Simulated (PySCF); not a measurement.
# Excitation energy of Al by level of theory

Al [Ne] 3s2 3p1 (2P) → Al [Ne] 3s1 3p2, s spin flipped, as a difference of total energies. Calculation: PySCF 2.14, in aug-cc-pCVTZ-DK with one added diffuse shell each of s, p, d, f type (9s8p6d4f, 91 functions); the spin-free X2C one-electron Hamiltonian (Gaussian nucleus). Correlated levels: valence and next inner shell: 1s2 frozen. The calculations carry no spin-orbit coupling.

| method | excitation energy (cm⁻¹) |
| --- | --- |
| UHF | 47967 |
| MP2 (valence and next inner shell) | 45238 |
| SCS-MP2 (valence and next inner shell) | 45083 |

The upper determinant mixes two multiplicities, so it lies between the two terms.

The coupled-cluster amplitudes are large for the upper state (T1 above 0.03 or a double amplitude above 0.15), so a single reference is strained.
